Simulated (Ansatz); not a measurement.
Input for Ansatz (development build ahead of 0.2.0):

```yaml
crystal:
  periodic: [false, false, false]
  atoms:
    - { symbol: Cr, position_ang: [0.0, 0.0, 0.8275] }
    - { symbol: H, position_ang: [0.0, 0.0, -0.8275] }
basis:
  gaussian: { orbitals: cc-pVTZ }
magnetization:
  initial_magnetization: 5
hamiltonian:
  xc: hf
correlation:
  method: ccsd_t
  frozen_orbitals: { Cr: 5, H: 0 }
scf:
  omitted_lower_state_checks: [stability, starts, atomic_configurations, cluster_reference, orbital_swaps, given_window_search, neighbouring_geometries, increment]
```

The input is written out in the form of the current development build from the run's settings. Correlation on restricted open-shell orbitals is semicanonical, with singles.

Results

| Property | Result |
| --- | --- |
| Converged | yes |
| Reference energy | -1043.88907 hartree |
| CCSD correlation energy | -0.46391 hartree |
| Triples correction | -0.01215 hartree |
| Total energy | -1044.36512 hartree |
| Spin squared of the determinant | 8.750 |
